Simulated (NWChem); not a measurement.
System: CH$_{5}$ClGeO; SMILES C[O][GeH2][Cl]

```xyz
9

Ge     0.6848    -0.0301    -0.0058
Cl    -0.7547    -1.6831    -0.0119
O     -0.1039     1.4575    -0.5861
C     -1.1602     2.0282     0.1823
H      1.7808    -0.3459    -1.0331
H      1.1381     0.1290     1.4631
H     -2.0546     1.3926     0.1706
H     -0.8624     2.2041     1.2262
H     -1.4084     2.9913    -0.2738
```
Atoms are numbered in this order, from 1.

All runs use the structure optimised with B3LYP/6-31G* (spherical d).

**Question.** Give the principal values of the shielding tensors (ppm) of Ge1, Cl2, O3, C4 from LDA (Slater exchange, VWN5)/pcSseg-1, GIAO (NWChem), with their diamagnetic and paramagnetic parts as GIAO splits them.

**Answer.** 
| atom | σ11 | σ22 | σ33 | isotropic | diamagnetic | paramagnetic |
|---|---|---|---|---|---|---|
| Ge1 | 1021.6 | 1150.5 | 1308.4 | 1160.1 | 2758.4 | -1598.2 |
| Cl2 | 686.2 | 935.7 | 983.5 | 868.5 | 1147.9 | -279.4 |
| O3 | 135.6 | 290.9 | 346.0 | 257.5 | 397.8 | -140.2 |
| C4 | 86.7 | 94.2 | 182.9 | 121.3 | 247.9 | -126.6 |
